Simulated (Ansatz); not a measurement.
C3H9NSi, SMILES NC/C=C/[SiH3].

Geometry optimised at B3LYP-D3(BJ)/def2-SVP. The structure was generated by enumeration; whether it is a known compound was not checked. The values are those of a single conformer.

Two levels are set side by side: PBE/def2-TZVPD (Ansatz, a first-principles code) and PBE0/def2-TZVPD (Ansatz). Energy differences of separate SCF runs at the same geometry; the states with an electron removed or added have multiplicity 2 and 2. Differences are taken from unrounded values.

```csv
quantity,PBE0
vertical ionisation energy (eV),9.03
vertical singlet–triplet gap (eV),4.02
```

Problem. What does PBE give, and how far is it from PBE0? (The exact figures need the calculation; the answer reports its results.)

Solution. 
```tsv
quantity	PBE	PBE minus PBE0
vertical ionisation energy (eV)	8.73	-0.30
vertical singlet–triplet gap (eV)	4.04	0.02
```
